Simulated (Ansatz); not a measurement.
Ansatz (a program for electronic structure) input (CCSD(T)/def2-SVPD):

Ansatz 0.2 input:
```yaml
crystal:
  periodic: [false, false, false]
  atoms:
    - {symbol: Cl, position_ang: [-0.65628689, 2.21932928, 0.02609359]}
    - {symbol: In, position_ang: [0.00000000, 0.00000000, 0.00000000]}
    - {symbol: Cl, position_ang: [-1.59355492, -1.67835778, 0.02266581]}
    - {symbol: Cl, position_ang: [2.24984181, -0.54097151, -0.04875940]}
basis:
  gaussian:
    orbitals: def2-SVPD
magnetization: {spin_polarized: false}
correlation: {method: ccsd_t, electrons: outside_noble_gas}
output: {forces: true}
```

End of the output:

```
cycle   4  -14.09485264 eV  change    2.9e-3 eV  update   2.4e-3
cycle   5  -14.09334984 eV  change    1.5e-3 eV  update   7.3e-4
cycle   6  -14.09312548 eV  change    2.2e-4 eV  update   2.4e-4
cycle   7  -14.09316737 eV  change   -4.2e-5 eV  update   5.9e-5
cycle   8  -14.09318449 eV  change   -1.7e-5 eV  update   1.9e-5
cycle   9  -14.09318429 eV  change    1.9e-7 eV  update   5.4e-6
perturbative correction -0.38903046 eV, -0.0142966056 hartree
the calculation of the forces begins
0.77 GiB of device memory are held for the factors and their scratch space
Total energy: -42667.19377342 eV, -1567.9904503107 hartree
Atom 0 at    -0.656287     2.219329     0.026094 Å, force    -0.198257     0.670435     0.007883 eV/Å
Atom 1 at     0.000000     0.000000     0.000000 Å, force     0.000000    -0.000000    -0.000000 eV/Å
Atom 2 at    -1.593555    -1.678358     0.022666 Å, force    -0.481395    -0.507013     0.006847 eV/Å
Atom 3 at     2.249842    -0.540972    -0.048759 Å, force     0.679652    -0.163422    -0.014730 eV/Å
Dipole moment:    -0.000000     0.000000     0.000000 e Å
```
